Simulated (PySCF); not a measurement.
Exercise with solution: entropy of an ideal gas

GeSe, SMILES [Ge]=[Se] (connectivity only; charge and spin as stated), neutral, multiplicity 1.

Geometry optimised at PBE0-D3(BJ)/def2-TZVP.

PBE0-D3(BJ)/def2-TZVP (PySCF 2.14.0) gives the harmonic wavenumbers 419 cm⁻¹ and the rotational temperature 0.1399 K. The molar mass is 151.60 g/mol, the symmetry number 1, the spin multiplicity 1.

Work out the entropy at 298.15 K and 1 atm in the rigid-rotor, harmonic-oscillator model.


Translation (Sackur–Tetrode at 1 atm): S = R[1.5 ln M + 2.5 ln T − 1.16487] = 171.4 J/(mol K).
Rotation: q = T/(σ θ) = 2130, S = R[ln q + 1] = 72.0 J/(mol K).
Vibration: with u = 1.4388 ν/T, each mode gives R[u/(e^u − 1) − ln(1 − e^−u)]:
```json
[
 {"ν (cm⁻¹)": "419", "modes": "1", "u": "2.02", "S (J/(mol K))": "3.75"}
]
```
These are all the modes. Sum 3.7 J/(mol K).
Spin: R ln 1 = 0.0 J/(mol K).
Total 247.2 J/(mol K); the program's own thermochemistry gives 247.1. Translation makes up 69 % and vibration 2 %. Anharmonicity, hindered rotation and orbital degeneracy are left out.
